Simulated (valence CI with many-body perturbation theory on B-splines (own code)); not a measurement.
**Forbidden lines of Sn35+**

Method: configuration interaction combined with many-body perturbation theory (CI+MBPT): five valence electrons over a frozen Dirac-Fock core [Ne], a basis of 11 s, 11 p, 10 d, 8 f, 5 g, 2 h functions for each j, with the one-electron correlation potential Σ1, the two-electron term Σ2, the three-electron term Σ3, Breit, model QED; selected CI, second order for the rest, scaled by the run's own slope (own B-spline code, finite nucleus).

No measured spectrum was set against this ion. As an estimate, large intervals hold to a few tenths of a per cent, small ones and those within an open d or f shell to about a per cent. Among the levels kept, up to 4300 cm⁻¹ of a level comes from second order outside the variational space, and about a tenth of that is noise between levels of different J, which matters for small intervals.

Lines 1 to 16 of 16 in falling wavelength, among levels below 33.391 Ry, chosen from the decays that carry over 1 % of a level's rate. Wavelengths and rates use the calculated energies. Electric multipoles are in the length gauge with retardation, E1 and E2 with the static RPA response of the core. M1 uses the relativistic operator with retardation. Weak lines are less certain than strong ones. Lines between different terms over intervals too small for the method are left out, as are lines whose strength nearly cancels. Branching is blank where the lifetime is uncertain.

Levels are named by their leading jj configuration (3d3/2^4 stands for four electrons in 3d with j = 3/2), which in mixed levels can hold well under half, so a name can repeat and another be missing. Letters in brackets count levels of one name in rising energy.

| λ vac (Å) | Upper | Lower | Type | A (s⁻¹) | Branch % |
| --- | --- | --- | --- | --- | --- |
| 1672 | (3s^2 3p1/2 3p3/2 3d5/2) J=9/2 | (3s^2 3p1/2 3p3/2 3d5/2) J=7/2 [a] | M1 | 9.28e+02 |  |
| 918.7 | (3s^2 3p1/2 3p3/2 3d5/2) J=9/2 | (3s^2 3p1/2 3p3/2 3d3/2) J=7/2 | M1 | 1.69e+04 |  |
| 321.2 | (3s^2 3p3/2^2 3d5/2) J=9/2 | (3s^2 3p1/2 3p3/2 3d5/2) J=7/2 [b] | M1 | 2.86e+05 | 18.7 |
| 274.2 | (3s^2 3p1/2 3p3/2 3d5/2) J=9/2 | (3s^2 3p1/2^2 3d5/2) J=5/2 | E2 | 6.76e+02 |  |
| 258.7 | (3s^2 3p1/2 3p3/2^2) J=3/2 | (3s^2 3p1/2^2 3p3/2) J=3/2 | M1 | 1.21e+06 | 99.9 |
| 254.3 | (3s^2 3p3/2^3) J=3/2 | (3s^2 3p1/2 3p3/2^2) J=1/2 | M1 | 3.06e+05 | 10.4 |
| 236.9 | (3s^2 3p3/2^2 3d5/2) J=9/2 | (3s^2 3p1/2 3p3/2 3d5/2) J=9/2 | M1 | 6.18e+05 | 40.4 |
| 224.3 | (3s^2 3p1/2 3p3/2^2) J=5/2 | (3s^2 3p1/2^2 3p3/2) J=3/2 | M1 | 2.26e+05 | 97.7 |
| 224.3 | (3s^2 3p1/2 3p3/2^2) J=5/2 | (3s^2 3p1/2^2 3p3/2) J=3/2 | E2 | 4.36e+03 | 1.9 |
| 214.4 | (3s^2 3p3/2^3) J=3/2 | (3s^2 3p1/2 3p3/2^2) J=5/2 | M1 | 4.73e+05 | 16.1 |
| 207.5 | (3s^2 3p3/2^2 3d5/2) J=9/2 | (3s^2 3p1/2 3p3/2 3d5/2) J=7/2 [a] | M1 | 5.26e+05 | 34.4 |
| 192.7 | (3s^2 3p1/2 3p3/2^2) J=1/2 | (3s^2 3p1/2^2 3p3/2) J=3/2 | M1 | 1.06e+06 | 99.3 |
| 190.3 | (3s^2 3p3/2^3) J=3/2 | (3s^2 3p1/2 3p3/2^2) J=3/2 | M1 | 2.13e+06 | 72.6 |
| 188.4 | (3s^2 3p3/2^2 3d5/2) J=9/2 | (3s^2 3p1/2 3p3/2 3d3/2) J=7/2 | M1 | 8.72e+04 | 5.7 |
| 187.0 | (3s^2 3p1/2 3p3/2 3d5/2) J=9/2 | (3s 3p1/2^2 3p3/2^2) J=5/2 | E2 | 9.84e+02 |  |
| 82.92 | (3s^2 3p1/2 3p3/2 3d5/2) J=9/2 | (3s^2 3p1/2 3p3/2^2) J=5/2 | M2 | 1.37e+03 |  |
